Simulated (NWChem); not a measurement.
System: C3H7NSi; SMILES NC=C=C[SiH3]

```xyz
12

N      0.5852     2.7111    -0.2279
C     -0.2168     1.7889     0.4436
C     -0.5576     0.5800     0.0424
C     -0.8217    -0.6587    -0.3083
Si     0.3421    -2.0842     0.0559
H      0.2827     3.6726    -0.1139
H      0.7375     2.4940    -1.2069
H     -0.5435     2.1073     1.4418
H     -1.7658    -0.8775    -0.8337
H     -0.3331    -3.1138     0.9082
H      0.7580    -2.7659    -1.2113
H      1.5542    -1.5762     0.7629
```
Atoms are numbered in this order, from 1.

Results from NWChem. Pople sets run with spherical d functions. Structure relaxed at the PBE0/def2-SVP level. Not confirmed as a minimum by frequencies.

Problem. Predict the results for B97-D/6-31G*. Quantities: highest occupied level (eV); orbital gap (eV); dipole (D).

Solution. highest occupied level (eV): -4.44
orbital gap (eV): 3.64
dipole (D): 2.37
